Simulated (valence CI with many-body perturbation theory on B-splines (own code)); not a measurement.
# Forbidden lines of Pm³⁺

Calculated by configuration interaction combined with many-body perturbation theory (CI+MBPT): four valence electrons over a frozen Dirac-Fock core [Xe], a basis of 8 s, 8 p, 9 d, 9 f, 6 g, 3 h, 2 i functions for each j, with the one-electron correlation potential Σ1, the two-electron term Σ2, the three-electron term Σ3, Breit, model QED; the open f shell's mean field enters the energy denominators; selected CI, second order for the rest, scaled by the run's own slope (own B-spline code, finite nucleus).

With an open or low-lying f shell, different configurations can be misplaced against each other by up to about 5,000 cm⁻¹. No measured levels were compared; by estimate terms of the open shell hold to a few per cent of their energy, and close levels can change places. Core correlation moves these levels by up to 11000 cm⁻¹, and in measured spectra 5 to 20 % of such shifts remained as error; rates that hang on mixing are uncertain with them. Among the levels kept, up to 330 cm⁻¹ of a level comes from second order outside the variational space, and about a tenth of that is noise between levels of different J, which matters for small intervals. Only levels of the ground parity were solved; by the run's estimate the other parity begins above the list, which can be wrong where configurations are misplaced.

Lines 1 to 50 of 116 in falling wavelength, among levels below 41436 cm⁻¹, chosen from the decays that carry over 1 % of a level's rate. Wavelengths and rates use the calculated energies, so an error of 2000 cm⁻¹ moves a line at 5990 nm by 120 % and its rate by three times that or more. Weak lines are less certain than strong ones. Lines between different terms over intervals too small for the method are left out, as are lines whose strength nearly cancels. Where a level lies close to another of its J and parity, the split of strength between their lines is uncertain. Intervals below about 2000 cm⁻¹, as at the head of this list, are uncertain by tens of per cent. Branching is blank where the lifetime is uncertain.

Names give the largest LS component (configuration and term), which can be under half, so a name can repeat, a term be missing and a line seem to break the LS rules; names also repeat where a configuration has a term twice. Letters in brackets count levels of one name in rising energy.

```tsv
λ vac (nm)	Upper	Lower	Type	A (s⁻¹)	Branch %
22450	4f4 5F_2	4f4 5F_1	M1	5.37e-03	99.8
18790	4f4 5G_3	4f4 5G_2	M1	7.42e-03	3.4
11260	4f4 5F_3	4f4 5F_2	M1	4.52e-02	95.8
10300	4f4 5F_4	4f4 5F_3	M1	4.69e-02	22.2
10130	4f4 3L_9	4f4 3L_8	M1	1.93e-02	1.8
8658	4f4 3L_8	4f4 3L_7	M1	3.11e-02	
7499	4f4 3K_7	4f4 3K_6	M1	5.35e-02	1.5
7163	4f4 5F_5	4f4 5F_4	M1	8.39e-02	54.4
6509	4f4 3P_0	4f4 3P_1	M1	1.03e-01	43.1
6406	4f4 5I_5	4f4 5I_4	M1	2.32e-01	100.0
6099	4f4 3K_8	4f4 3K_7	M1	9.49e-02	2.3
5990	4f4 5S_2	4f4 5F_1	M1	2.91e-03	
5926	4f4 5I_6	4f4 5I_5	M1	3.69e-01	100.0
5666	4f4 5I_7	4f4 5I_6	M1	3.67e-01	100.0
5534	4f4 5I_8	4f4 5I_7	M1	2.35e-01	100.0
5261	4f4 3H_6 [a]	4f4 5G_6	M1	4.14e-02	1.5
5061	4f4 5G_5	4f4 5G_4	M1	3.47e-01	11.0
4815	4f4 5G_4	4f4 5G_3	M1	3.94e-01	13.4
4476	4f4 5G_5	4f4 3H_5 [a]	M1	9.75e-02	3.1
4408	4f4 3H_6 [a]	4f4 5G_5	M1	2.85e-01	10.3
4321	4f4 3M_8	4f4 3L_7	M1	3.72e-02	
4268	4f4 3H_5 [a]	4f4 3H_4 [a]	M1	3.94e-01	11.9
3845	4f4 5G_4	4f4 3H_4 [a]	M1	1.69e-01	5.7
3844	4f4 5G_6	4f4 3H_5 [a]	M1	4.00e-01	28.3
3470	4f4 3D_3	4f4 3D_2	M1	2.87e-01	14.7
3323	4f4 3G_4 [a]	4f4 3G_3 [a]	M1	6.73e-01	14.2
3187	4f4 3H_4 [a]	4f4 5F_4	M1	1.45e-01	2.9
2950	4f4 1D_2 [a]	4f4 3D_2	M1	1.02e-01	3.3
2892	4f4 3G_3 [a]	4f4 5G_3	M1	5.14e-02	2.8
2731	4f4 5G_3	4f4 5F_4	M1	3.94e-02	17.8
2656	4f4 5G_2	4f4 5S_2	M1	2.95e-03	2.8
2511	4f4 3G_3 [a]	4f4 3H_4 [a]	M1	3.57e-02	2.0
2506	4f4 3G_3 [a]	4f4 5G_2	M1	7.52e-01	41.6
2448	4f4 3H_5 [a]	4f4 5F_5	M1	1.44e-01	4.4
2438	4f4 5G_2	4f4 5F_3	M1	2.22e-02	21.2
2434	4f4 3H_4 [a]	4f4 5F_3	M1	1.83e-01	3.7
2278	4f4 3G_4 [a]	4f4 5G_4	M1	2.75e-01	5.8
2221	4f4 3H_6 [a]	4f4 3H_5 [a]	M1	7.73e-02	2.8
2186	4f4 3D_2	4f4 5G_3	M1	5.08e-02	1.4
2158	4f4 5G_3	4f4 5F_3	M1	2.12e-02	9.6
2151	4f4 3G_4 [a]	4f4 3H_5 [a]	M1	2.46e-01	5.2
2004	4f4 5G_2	4f4 5F_2	M1	1.64e-02	15.7
1998	4f4 3L_8	4f4 3K_8	M1	6.61e-01	
1958	4f4 3D_2	4f4 5G_2	M1	1.19e-01	3.3
1859	4f4 3D_3	4f4 5G_4	M1	6.45e-02	3.3
1840	4f4 5G_2	4f4 5F_1	M1	3.50e-02	33.5
1822	4f4 3L_7	4f4 3K_7	M1	6.95e-01	27.5
1811	4f4 5G_3	4f4 5F_2	M1	8.20e-02	37.1
1742	4f4 5G_4	4f4 5F_4	M1	4.93e-02	1.7
1669	4f4 3L_9	4f4 3K_8	M1	9.72e-01	90.1
```
